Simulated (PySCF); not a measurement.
**Do core-level shifts follow atomic charges?**

Species: C₄H₁₀BNO.
Bonds: C1–B2, B2–C3, B2–N4, N4–C5, C5–C6, C5–O7 (double). Hydrogens: H8, H9, H10 on C1; H11, H12, H13 on C3; H14 on N4; H15, H16, H17 on C6.

Binding energies: delta-SCF UKS SCAN, pcX-2 on the ionised atom, pcseg-1 elsewhere, spin-free X2C (PySCF). Charges: PBE0/pcSseg-1 ground-state density, for the ionised atom.

| atom | environment | C 1s (eV) | Mulliken (e) | IAO (e) | Hirshfeld (e) | ESP (e) |
| --- | --- | --- | --- | --- | --- | --- |
| C1 | sp3 carbon bound to boron | 290.09 | -0.541 | -0.568 | -0.196 | -0.788 |
| C6 | methyl carbon next to a carbonyl | 291.21 | -0.292 | -0.474 | -0.122 | -0.654 |
| C5 | amide carbonyl carbon | 293.89 | +0.348 | +0.455 | +0.196 | +0.873 |

**Question.** Give the correlation coefficient and slope of binding energy on charge for each scheme.

**Answer.** Mulliken: r = 1.00, slope 4.3 eV per e; Hirshfeld: r = 0.99, slope 9.3 eV per e; IAO: r = 0.98, slope 3.4 eV per e; ESP: r = 0.98, slope 2.1 eV per e. On 3 points no scheme stands out.

**Question.** The point-charge model writes a binding energy as kq + V + constant, with V the potential of the other atoms' charges at the site. What does it give with the Hirshfeld charges?

**Answer.** V = Σ 14.40 eV Å × q/r over all other atoms: +2.72 eV at C1, +2.52 eV at C6, -3.36 eV at C5. Fitting binding energy − V to q gives k = 25.7 eV per e and leaves an rms residual of 0.24 eV, against 0.18 eV for the fit on q alone. The model has no term for differences in relaxation between sites.

One conformer (not necessarily the lowest) at the PBE0-D3(BJ)/def2-SVP geometry, without solvent, vibrations or thermal averaging.

The values belong to the conformer `[CH3:1][B:2]([CH3:3])[NH:4][C:5]([CH3:6])=[O:7]`: C1–B2–N4–C5 180°, B2–N4–C5–C6 180°.
